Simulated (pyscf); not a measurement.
Structures and frequencies: ωB97X-D3(BJ)/def2-SVP in PySCF.

Problem. For the elementary gas-phase step `[CH2]=[CH][SiH]` [singlet] → `[CH]1=[CH][SiH2]1` (singlet surface; C–H broken, H–Si, C–Si formed), what barrier and reaction energy does HF/def2-TZVP give, measured from the reactant's lowest minimum found?

Solution. ΔE‡ = 204.4 kJ/mol, ΔE = -16.4 kJ/mol. CCSD(T)/def2-TZVPP + ΔMP2(QZVPP) gives 136.3 kJ/mol and -30.1 kJ/mol. Zero-point energy shifts the barrier by -13.7 kJ/mol. It is a rearrangement, with an imaginary mode of 851i cm⁻¹. H₂C=CH–SiH: [singlet] lies 54.3 kJ/mol over its isomer HC≡C–SiH₃, and others may lie lower still (electronic energy, ωB97M-D3(BJ)). cyclic C₂H₄Si (SMILES C1=C[SiH2]1) lies 26.9 kJ/mol over its isomer HC≡C–SiH₃, and others may lie lower still (electronic energy, ωB97M-D3(BJ)). One saddle was located; it need not be the lowest between these sides. The CCSD(T) − MP2 part came from Ansatz, without density fitting, on the same reference.
